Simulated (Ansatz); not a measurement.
Species: YI2, net charge 0, doublet state. The spin state was set by rule; other spins were not relaxed. SMILES: [I][Y][I]
Geometry: optimised at B3LYP-D3(BJ)/def2-TZVP (Ansatz, a quantum-chemistry and plane-wave program).

Quantity: atomisation energy (electronic, to ground-state atoms), in kJ/mol. Valence correlation only, unless marked. UHF or UKS for open shells. Spin-orbit coupling is left out. The frozen core is the preceding noble-gas configuration, with the filled d and f shells of earlier blocks. In def2 rows, elements after Kr have scalar-relativistic effective core potentials. 

```csv
level,program,atomisation energy (kJ/mol)
PBE-D4/def2-TZVPD,Ansatz + dftd4,772.0
PBE0-D4/def2-TZVPD,Ansatz + dftd4,767.5
r2SCAN0-D4/def2-TZVPD,Ansatz + dftd4,764.7
HSE06/def2-TZVPD,Ansatz,757.2
CAM-B3LYP/def2-TZVPD,Ansatz,725.9
CCSD/def2-TZVPPD,Ansatz,715.7
```
